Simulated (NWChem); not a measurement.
Molecule: SnAsH₅; SMILES [AsH2][SnH3]

Results from NWChem. The geometry was optimised at PBE0/def2-SVP. def2 effective core potentials on Sn; no spin-orbit coupling.

For level TPSS/def2-SVP:

| Property | Result |
|---|---|
| orbital gap (eV) | 5.45 |
| dipole (D) | 0.38 |

**Question.** How do the values read with level TPSS/def2-TZVPP instead?

**Answer.** 
| Item | Result |
|---|---|
| orbital gap (eV) | 5.30 |
| dipole (D) | 0.27 |
